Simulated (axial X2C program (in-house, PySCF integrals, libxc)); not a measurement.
**Spectroscopic constants of SnTe**

Calculated with an in-house all-electron X2C program for linear molecules (integrals from PySCF). Spin-free means the one-electron spin-free X2C Hamiltonian; two-component (2c) means X2C with spin–orbit coupling and atomic mean-field two-electron Coulomb and Gaunt terms, so the difference of the two also holds small scalar two-electron terms. Basis: Te dyall-cv3z [11s12p8d4f1g], Sn dyall-cv3z [11s12p9d4f1g] (cores contracted in-house); Gaussian nuclei, density fitting, unrestricted open shells. Masses: Te 129.906 u, Sn 119.902 u.

State, spin-free: M_S = 0, Λ = 0 (closed shell); electrons by block: σα: 21, σβ: 21, π+α: 11, π+β: 11, π-α: 11, π-β: 11, δ+α: 4, δ+β: 4, δ-α: 4, δ-β: 4. Fragments: Te + Sn.

State, 2c: Ω = 0 (closed shell); electrons by block: 1/2: 32, -1/2: 32, 3/2: 15, -3/2: 15, 5/2: 4, -5/2: 4. Fragments: Te + Sn.

```json
{"Hamiltonian": "spin-free", "level": "PBE0", "Re (Å)": "2.521", "ωe (cm⁻¹)": "267.2", "ωexe (cm⁻¹)": "0.372", "Be (cm⁻¹)": "0.04255", "De (eV)": "4.02", "D0 (eV)": "4.00", "k (mdyn/Å)": "2.62", "μ (D)": "2.48"}
{"Hamiltonian": "spin-free", "level": "HF", "Re (Å)": "2.508", "ωe (cm⁻¹)": "282.3", "ωexe (cm⁻¹)": "0.351", "Be (cm⁻¹)": "0.04297", "De (eV)": "1.84", "D0 (eV)": "1.82", "k (mdyn/Å)": "2.93", "μ (D)": "3.24"}
{"Hamiltonian": "spin-free", "level": "MP2", "Re (Å)": "2.549", "ωe (cm⁻¹)": "262.0", "ωexe (cm⁻¹)": "0.319", "Be (cm⁻¹)": "0.04161", "De (eV)": "3.90", "D0 (eV)": "3.89", "k (mdyn/Å)": "2.52", "μ (D)": "n/a"}
{"Hamiltonian": "spin-free", "level": "CCSD", "Re (Å)": "2.540", "ωe (cm⁻¹)": "266.4", "ωexe (cm⁻¹)": "0.359", "Be (cm⁻¹)": "0.04191", "De (eV)": "3.54", "D0 (eV)": "3.53", "k (mdyn/Å)": "2.61", "μ (D)": "n/a"}
{"Hamiltonian": "spin-free", "level": "CCSD(T)", "Re (Å)": "2.560", "ωe (cm⁻¹)": "253.7", "ωexe (cm⁻¹)": "0.409", "Be (cm⁻¹)": "0.04125", "De (eV)": "3.83", "D0 (eV)": "3.82", "k (mdyn/Å)": "2.36", "μ (D)": "n/a"}
{"Hamiltonian": "spin-free", "level": "LDA", "Re (Å)": "2.515", "ωe (cm⁻¹)": "261.1", "ωexe (cm⁻¹)": "0.398", "Be (cm⁻¹)": "0.04274", "De (eV)": "5.11", "D0 (eV)": "5.09", "k (mdyn/Å)": "2.5", "μ (D)": "2.08"}
{"Hamiltonian": "2c", "level": "PBE0", "Re (Å)": "2.525", "ωe (cm⁻¹)": "264.1", "ωexe (cm⁻¹)": "0.388", "Be (cm⁻¹)": "0.0424", "De (eV)": "n/a", "D0 (eV)": "n/a", "k (mdyn/Å)": "2.56", "μ (D)": "2.42"}
{"Hamiltonian": "2c", "level": "LDA", "Re (Å)": "2.519", "ωe (cm⁻¹)": "258.5", "ωexe (cm⁻¹)": "0.408", "Be (cm⁻¹)": "0.0426", "De (eV)": "n/a", "D0 (eV)": "n/a", "k (mdyn/Å)": "2.45", "μ (D)": "2.03"}
```

Correlated methods: 10 electrons correlated (number of frozen shells: Te 4 s, 3 p, 2 d; Sn 4 s, 3 p, 2 d), 308 virtual spin orbitals or spinors in MP2, 110 natural virtuals in coupled cluster.

Dipoles are positive if Sn is the positive end.

The state is a single determinant with fixed occupations, the lowest that a limited PBE0 search found. The closed shell is kept restricted, so the energy runs too high when the bond is stretched far. De is counted from the lowest determinant-based energies of the atoms at the same level, without counterpoise correction. De is not given where an atomic determinant may have missed its ground term or J level, or where the truncated virtual space spoils (T). Coupled cluster ran in a truncated set of natural virtual spinors; the MP2 energy of the rest was added. (T) has no such correction and the atoms are truncated less, which lowers De at CCSD(T) by a hundredth of an eV or more. The functionals have no current-density term, which raises determinants with orbital currents, atoms included. The T1 diagnostic is large, a sign of multireference character. With the outer-core shells frozen, correlated bond lengths of heavy atoms tend to come out a few hundredths of an ångström too long.

No reliable constants came from CCSD (2c), CCSD(T) (2c), HF (2c), MP2 (2c): no minimum in range, unconverged points, a curve that is not smooth, a change of character along it, or the two Hamiltonians disagreeing along it.

Rough cost a point (2c) on 1 thread(s) of a shared host, integrals apart: PBE0 1.9 s, LDA 0.6 s.

The whole task took 6.1 min on 1 thread of Intel(R) Xeon(R) Processor @ 2.70GHz, on a shared host.
